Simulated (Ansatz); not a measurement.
Relaxation of CH7NSSi (11 atoms, charge 0, multiplicity 1), to a largest force component of 0.03 eV/Å in at most 50 steps.

All numbers below come from Ansatz, RKS r2SCAN-D4/6-31G*.

```xyz
11
Properties=species:S:1:pos:R:3
Si -0.158 1.379 0.186
N 0.721 -0.168 0.070
C 0.024 -1.438 0.285
S -1.247 1.308 -1.650
H -0.257 0.431 -1.966
H -1.108 1.565 1.321
H 0.900 2.422 0.257
H 1.633 -0.162 0.522
H -0.937 -1.414 -0.242
H -0.180 -1.656 1.346
H 0.611 -2.268 -0.130
```

**Question.** Where does it end, and by what steps?

**Answer.** The forces met the threshold. The force dipped under the threshold on the way, but the program's further checks kept it going. After 13 steps the energy has fallen by 0.228 eV; H5 moved furthest, 0.84 Å.

```csv
step,energy less start (eV),largest force component (eV/Å),accepted
0,0.0000,0.905,yes
1,-0.1049,0.765,yes
2,-0.1291,0.787,yes
3,-0.2007,0.207,yes
4,-0.2145,0.231,yes
5,-0.2233,0.124,yes
6,-0.2247,0.055,yes
7,-0.2262,0.058,yes
8,-0.2269,0.077,yes
9,-0.2272,0.039,yes
10,-0.2274,0.024,yes
11,-0.2275,0.034,yes
12,-0.2275,0.069,no
13,-0.2278,0.027,yes
```

```xyz
11
Properties=species:S:1:pos:R:3
Si -0.145 1.276 0.134
N 0.678 -0.218 0.322
C 0.057 -1.529 0.447
S -1.326 1.355 -1.666
H -0.312 1.067 -2.511
H -1.185 1.580 1.158
H 0.931 2.304 0.159
H 1.662 -0.192 0.559
H -0.946 -1.496 0.005
H -0.043 -1.857 1.494
H 0.629 -2.289 -0.102
```

Whether the end is a true minimum wasn't checked by a vibrational analysis.

The run took 15 s on 2 threads of AMD EPYC 9R45 96-Core Processor (Zen 5) (shared host), peak memory 0.19 GiB.
